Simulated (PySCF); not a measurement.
**Ir⁷¹⁺: ionisation energy**

Ir⁷¹⁺ [He] 2s2 2p2 (3P) → Ir⁷²⁺ [He] 2s2 2p1 (2P), as a difference of total energies. Calculation: PySCF 2.14, in an uncontracted even-tempered set (18 s from 51 bohr⁻², ratio 2.2; 13 p from 66 bohr⁻², ratio 2.2; 5 d from 250 bohr⁻², ratio 2.4; 5 f from 370 bohr⁻², ratio 2.4; 4 g from 550 bohr⁻², ratio 2.4); the spin-free X2C one-electron Hamiltonian (Gaussian nucleus). Correlated levels: nothing frozen; virtual orbitals above 40 to 60 times the deepest correlated orbital energy dropped. The calculations carry no spin-orbit coupling.

```csv
method,ionisation energy (eV)
UHF,19079.9
LDA,19070.7
PBE,19077.2
PBE0,19078.1
r2SCAN,19084.1
PW91,19079.3
PBEsol,19073.3
MP2 (all electrons),19080.0
SCS-MP2 (all electrons),19079.6
```

Spin-orbit coupling is strong in these open shells (close to jj coupling). The scalar numbers leave it out and a first-order estimate fails, so it can dominate the gap to the real levels.

For this ion Breit and QED terms and the two-electron picture change, all absent here, outweigh the differences among the correlated methods.

For comparison: 20210 ± 60 eV (theoretical estimate listed by NIST; NIST Atomic Spectra Database, ionization energies).
